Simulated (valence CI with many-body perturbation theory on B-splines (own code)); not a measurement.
The numbers below are computed, except where a source is named.
## Ti9+: what the settings do

Method: configuration interaction combined with many-body perturbation theory (CI+MBPT): three valence electrons over a frozen Dirac-Fock core [Ne], a basis of 6 s, 6 p, 5 d, 3 f, 1 g functions for each j, with the one-electron correlation potential Σ1 (screened to all orders), the two-electron term Σ2, the three-electron term Σ3, Breit, model QED; selected single and double excitations, second order for the rest, scaled by the run's own slope (own B-spline code, finite nucleus).

No measured spectrum was set against this ion. As an estimate, levels of excited configurations hold to 0.05 to 0.15 % of their energy, terms of the ground configuration to about 0.5 %.

The reference run has the lowest level 3s2 3p 2P°_1/2 and an ionisation energy of 216.785 eV. Its largest variational space holds 3065 state functions.

Names give the largest LS component (configuration and term), which can be under half, so a name can repeat, a term be missing and a line seem to break the LS rules; names also repeat where a configuration has a term twice.

Changed runs:
A. size limit of the variational space 10000 → 1500; second order for the rest on → off
B. selection threshold (hartree) 2e-08 → 2e-07
C. natural orbitals for correlation on → off
D. size limit of the variational space 10000 → 100; second order for the rest on → off (bad on purpose)

Excitation energies of the reference run in cm⁻¹, and shifts in cm⁻¹:

```csv
Level,Reference,A,B,C,D
3s2 3p 2P°_3/2,7550,+36,0,-2.6,+465
3s 3p2 4P_1/2,160229,-0.6,0,-918,-724
3s 3p2 4P_3/2,163084,+16,+0.1,-926,-358
3s 3p2 4P_5/2,167144,+14,+0.1,-921,-250
3s 3p2 2D_3/2,212104,+35,+0.1,+244,+625
3s 3p2 2D_5/2,212658,+41,+0.1,+243,+854
3s 3p2 2S_1/2,264896,+1.5,+0.1,+1857,+1113
3s 3p2 2P_1/2,281455,+1.5,0,+1260,+1038
3s 3p2 2P_3/2,285626,+66,-0.3,+1213,+2254
3s2 3d 2D_3/2,345636,+67,-0.2,+2116,+1127
3s2 3d 2D_5/2,346178,+78,-0.1,+2110,+1224
3p3 2D°_3/2,413314,+43,0,-482,+30
Ionisation energy (eV),216.785,-0.00012,0,-0.114,-0.165
```
